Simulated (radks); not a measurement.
Results of a calculation; reference values are marked as such.
The iodine ion I3+, configuration [Kr] 4d10 5s2 5p2 (the NIST ground configuration). Code: a radial shooting solver on a logarithmic mesh with Libxc functionals. Model: scalar-relativistic Kohn-Sham, BLYP, spin-polarised, spherical densities, point nucleus; open shells are filled with parallel spins first (spin-orbit coupling, left out, can overturn this in heavy ions).

Radial electron density D(r) = 4 pi r^2 rho(r):

```
   r/bohr * D(r) (the largest magnitude, 89.1, reaches the edge; | marks zero)
 0.003864 |          *
 0.005153 |               *
 0.006818 |                     *
 0.009021 |                             *
  0.01194 |                                    *
  0.01592 |                                         *
  0.02106 |                                         *
  0.02787 |                                      *
  0.03717 |                                    *
  0.04919 |                                        *
  0.06508 |                                                 *
  0.08611 |                                                      *
   0.1148 |                                               *
    0.152 |                                      *
   0.2011 |                                          *
    0.266 |                                            *
   0.3548 |                            *
   0.4695 |               *
   0.6212 |                *
   0.8219 |               *
    1.096 |       *
     1.45 |   *
    1.919 | *
     2.56 |*
    3.387 *
    4.481 *
    5.929 *
```

D(r) has 4 maxima, at r = 0.0191, 0.0841, 0.242, 0.695 bohr, and minima at 0.0372, 0.159, 0.509 bohr, inside which lie 1.99, 11.17, 28.93 electrons.
